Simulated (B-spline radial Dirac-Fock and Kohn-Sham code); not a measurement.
**Binding energies of Dy³³⁺**

System: Dy³³⁺ in the configuration 1s2 2s2 2p6 3s2 3p6 3d10 4s2 4p3; nuclear rms radius 5.2218 fm (A = 164).

Calculated with a B-spline atomic structure program, using ΔSCF Dirac-Fock with Breit, self-energy and vacuum polarisation, finite nucleus, configuration average. Correlation and solid-state effects are left out. Energies are counted from the vacuum level. Subshells whose hole state is unreliable or did not converge are left out.

All terms are in eV, carry their sign (relaxation lowers the binding energy) and add up to the binding energy; ⟨r⟩ is the mean radius of the orbital in the initial state.

| subshell | −ε (Koopmans) | relaxation | Gaunt | retardation | QED | binding energy | ⟨r⟩ (bohr) |
| --- | --- | --- | --- | --- | --- | --- | --- |
| K | 55426.4 | -53.53 | -172.87 | 15.19 | -81.54 | 55133.7 | 0.021 |
| L1 | 10433.9 | -21.31 | -18.38 | 1.29 | -11.29 | 10384.2 | 0.089 |
| L3 | 9164.5 | -23.06 | -22.22 | 4.44 | -0.87 | 9122.8 | 0.081 |
| M1 | 3329.6 | -4.30 | -3.57 | 0.26 | -2.59 | 3319.4 | 0.230 |
| M3 | 2952.5 | -4.41 | -4.18 | 0.88 | -0.21 | 2944.6 | 0.233 |
| M4 | 2616.9 | -5.85 | -2.70 | 0.26 | 0.23 | 2608.8 | 0.205 |
| M5 | 2578.8 | -5.58 | -1.87 | 0.28 | 0.12 | 2571.7 | 0.209 |
| N1 | 1505.7 | -0.45 | -1.13 | 0.11 | -0.78 | 1503.4 | 0.474 |
| N2,3 | 1389.7 | -0.45 | -1.46 | 0.28 | -0.03 | 1388.0 | 0.491 |

For the deepest level, K (1s), the Breit terms make up -0.286 % of the binding energy, QED -0.148 % and orbital relaxation -0.097 %.

Spin-orbit splittings: 3d 37.13 eV.

Going to the tabulated ground configuration of the next ion removes an electron from N2,3 (4p), computed at 1388.0 eV. NIST lists 1371 ± 5 eV as the ionisation energy of this species (theoretical), -17.02 eV from the computed value. Where a p, d or f shell is open in either ion the computed value averages over both j values and all terms, while the table refers to the lowest levels; that difference holds spin-orbit splitting (largest in heavy or highly charged ions), term energies where several electrons share open shells, and correlation, and it can reach 10 % or more.
